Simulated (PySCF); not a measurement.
C3H6BN3, SMILES CNB1N=CC=N1.

The structure is a stationary point at B3LYP-D3(BJ)/def2-SVP. This is a generated structure with no PubChem entry under its InChIKey; it may be hypothetical. Other conformers were not sampled.

Two levels are set side by side: TDA-PBE/def2-SVPD (PySCF) and TDA-B3LYP/def2-SVPD (PySCF). Vertical, same geometry. The lowest singlet is HOMO→LUMO 100 % with PBE and HOMO→LUMO 99 % with the other functional; states are paired by order. Differences are taken from unrounded values.

```csv
quantity,TDA-B3LYP,TDA-PBE,TDA-PBE minus TDA-B3LYP
lowest singlet excitation (eV),3.17,2.68,-0.49
lowest triplet excitation (TDA) (eV),2.74,2.31,-0.43
first bright state (f over 0.05) (eV),5.09,4.64,-0.45
its oscillator strength,0.34,0.25,-0.09
```

Functionals without exact exchange tend to place singlet excitations lower, as here. Differences between two approximate levels are no errors against the true value.

Rough cost on one machine, each run with all the roots and properties that it gave: TDA-B3LYP against TDA-PBE within a factor of 2.
